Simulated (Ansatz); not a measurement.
Process, species as SMILES: C[SiH2]O[SiH3] → C[SiH2]O[SiH2-] + H+
Each molecule is optimised on its own at B3LYP-D3(BJ)/def2-TZVP (Ansatz, a program for electronic structure), one conformer each, not searched for the lowest.

Property: gas-phase deprotonation energy (electronic energy difference), in kcal/mol. Correlated levels leave the core frozen unless marked. No spin-orbit coupling. No relativistic terms. Anions need diffuse functions: aug- sets have them; def2-D sets add few; the other sets have none. CBS marks a two-point X^-3 extrapolation of the correlation energy; Hartree-Fock from the larger set.

```
level                       program  gas-phase deprotonation energy (kcal/mol)
-------------------  --------------  -----------------------------------------
revPBE/def2-TZVPD            Ansatz                                      377.1
B3LYP-D4/def2-TZVPD  Ansatz + dftd4                                      378.9
```

Question: What does CCSD(T)/CBS(aug-cc-pV(T+d)Z,aug-cc-pV(Q+d)Z) (Ansatz) give?

Answer: 381.1 kcal/mol, so B3LYP-D4/def2-TZVPD differs from it by -2.2 kcal/mol.
